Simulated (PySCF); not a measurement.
Molecule: `InChI=1S/C5H8OS/c1-5(6-2)3-4-7/h3,5H,1-2H3/t5-/m1/s1`.

Geometry (Å), atoms numbered from 1 in this order:
```xyz
15

C    -0.983    1.730   -0.455
O    -1.150    0.398   -0.044
C    -0.103   -0.467   -0.426
C    -0.590   -1.899   -0.249
C     1.133   -0.228    0.435
C     2.128    0.506    0.050
S     3.310    1.359   -0.506
H    -1.848    2.277   -0.086
H    -0.069    2.167   -0.038
H    -0.941    1.804   -1.548
H     0.161   -0.282   -1.480
H     0.204   -2.598   -0.499
H    -0.900   -2.055    0.781
H    -1.444   -2.077   -0.897
H     1.088   -0.629    1.435
```

Frames of a GFN2-xTB Langevin trajectory at 200 K; GIAO PBE0/pcSseg-1 shieldings in PySCF, gas phase, non-relativistic; equivalent atoms averaged within each frame.

δ = σ(ref) − σ, references computed at the same level: TMS for $^{13}$C (σref 186.93) and $^{1}$H (σref 31.72); H2O for $^{17}$O (σref 336.08); $^{33}$S (σref 503.73) against CS2. The references are static minima.

Q: How do the shifts (ppm) fluctuate along the trajectory?

A: 
```
         time (fs)     C6    C3    C5    C1    C4    O2   S7   H15   H11  H8/H9/H10
               250  272.8  80.6  71.1  58.5  28.3  49.1  348  4.99  4.25       3.85
               425  269.7  82.8  66.2  60.1  28.4  61.1  353  4.30  3.94       3.86
               625  259.1  83.5  75.1  59.9  26.3  71.6  331  4.92  4.60       4.12
               800  261.0  87.5  73.6  68.1  30.7  67.0  342  4.66  5.63       4.15
              1000  271.3  82.1  75.2  58.6  31.9  60.2  370  5.61  4.82       3.59
    mean of frames  266.8  83.3  72.2  61.0  29.1  61.8  349  4.90  4.65       3.91
standard deviation    6.3   2.6   3.7   4.0   2.2   8.5   15  0.49  0.65       0.23
```

5 frames give an uncertainty of the mean of about the standard deviation over 2.2 at best, since frames this close in time may not be independent; classical motion lacks zero-point vibration, and the reference would need the same averaging.
